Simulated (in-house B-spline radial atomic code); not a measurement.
How numerical settings move a run on Rh3+, [Kr] 4d6. Computed with an all-electron radial atomic-structure program (B-spline basis): Dirac-Kohn-Sham PBE, spherical fractional occupations, Fermi nucleus of rms radius 4.4945 fm.

Command:
```bash
python run_scf.py task.json out
```
Settings of the sound reference run:
```
Z                45
electrons        42
configuration    [Kr] 4d6
hamiltonian      dirac
method           pbe,pbe
spin_polarised   False
nucleus          fermi
rms_radius       4.4945
mass_number      103
atomic_mass      102.9055
speed_of_light   137.036
knot_spacing     0.22
spline_order     8
gauss_points     12
box_radius       16.22
max_iterations   70
damping          0.5
damped_steps     3
diis_vectors     10
tolerance        1e-08
start            Thomas-Fermi
```

Cost of the run: 1.6 s on 1 thread of Intel(R) Xeon(R) Platinum 8259CL CPU @ 2.50GHz (shared host).

It converges in 10 iterations to -4782.755428 hartree, with 4d5/2 at -39.3069 eV. The other runs change the listed settings, some to values that make no sense; their results aren't properties of the atom or ion. Radii are in bohr (the nuclear one in fm), a minus after a letter asks for a j subshell, and «unchanged» means within 1e-8 hartree. The run stops when the residual is below 10 × tolerance × max(1, Z/10), or a noise floor if that is larger, and the energy moves by less than 1e-8 × √|E| hartree; so very loose and very tight tolerances often act alike.

```tsv
changed settings	outcome
box_radius = 4.87	converged in 10 iterations, energy +2.08e-03 hartree from the reference, 4d5/2 level +7.4e-02 eV (the program warns: 4d5/2 reaches the box edge; 4p1/2 reaches the box edge)
first_knot = 0.0222, max_iterations = 3, tolerance = 0.001, start = bare nucleus	not converged after 3 iterations, last residual 5.9e-01, last energy +8.19e+00 hartree from the reference
max_iterations = 2, damping = 0, diis_vectors = 2	not converged after 2 iterations, last residual 4.0e-01, last energy +4.77e+00 hartree from the reference
knot_spacing = 1, max_iterations = 75, damped_steps = 0, diis_vectors = 1, tolerance = 1e-10	not converged after 75 iterations, last residual 7.0e-03, last energy +1.43e+01 hartree from the reference
box_radius = 0.65	converged in 8 iterations, energy +7.05e+02 hartree from the reference, 4d5/2 level +1.5e+03 eV (the program warns: 4d5/2 has a positive eigenvalue: unbound, held by the box; 3s1/2 has a positive eigenvalue: unbound, held by the box)
box_radius = 3.24	converged in 9 iterations, energy +1.50e-01 hartree from the reference, 4d5/2 level +2.5e+00 eV (the program warns: 4d5/2 reaches the box edge; 4s1/2 reaches the box edge)
tolerance = 1e-06	converged in 9 iterations, energy unchanged, 4d5/2 level +6.8e-05 eV
electrons = 43, configuration = [Kr] 4d6 5p-1, max_iterations = 100	converged in 10 iterations to -4783.4696 hartree, a different physical problem
first_knot = 2.22e-06	converged in 9 iterations, energy -1.73e-06 hartree from the reference, 4d5/2 level +6.4e-05 eV
first_knot = 0.000222	converged in 10 iterations, energy +1.80e-04 hartree from the reference, 4d5/2 level -7.3e-06 eV
spline_order = 7, box_radius = 0.97, max_iterations = 60, tolerance = 1e-05	converged in 7 iterations, energy +1.60e+02 hartree from the reference, 4d5/2 level +4.6e+02 eV (the program warns: 4d5/2 has a positive eigenvalue: unbound, held by the box; 4s1/2 has a positive eigenvalue: unbound, held by the box)
method = hf, spin_polarised = True	stopped with error: spin polarisation is not served with the Dirac Hamiltonian
box_radius = 8.11	converged in 10 iterations, energy +1.38e-07 hartree from the reference, 4d5/2 level +1.4e-05 eV
knot_spacing = 0.3, gauss_points = 3, box_radius = 2.43, max_iterations = 75, damping = 0	converged in 9 iterations, energy +1.26e+00 hartree from the reference, 4d5/2 level +1.2e+01 eV (the program warns: 4d5/2 reaches the box edge; 4s1/2 reaches the box edge)
box_radius = 1.62	converged in 8 iterations, energy +1.50e+01 hartree from the reference, 4d5/2 level +7.6e+01 eV (the program warns: 4d5/2 has a positive eigenvalue: unbound, held by the box; 4d3/2 has a positive eigenvalue: unbound, held by the box)
box_radius = 64.88	converged in 10 iterations, energy unchanged
```

What happens with first_knot = 0.00222?

Converged in 10 iterations, energy +4.13e-02 hartree from the reference, 4d5/2 level -1.1e-04 eV.

What happens with box_radius = 2.43?

Converged in 9 iterations, energy +1.29e+00 hartree from the reference, 4d5/2 level +1.3e+01 eV (the program warns: 4d5/2 reaches the box edge; 4s1/2 reaches the box edge).

What happens with first_knot = 0.0667?

Converged in 10 iterations, energy +1.42e+01 hartree from the reference, 4d5/2 level -1.7e-01 eV.

What happens with first_knot = 0.0222?

Converged in 10 iterations, energy +1.05e+00 hartree from the reference, 4d5/2 level -1.1e-02 eV.
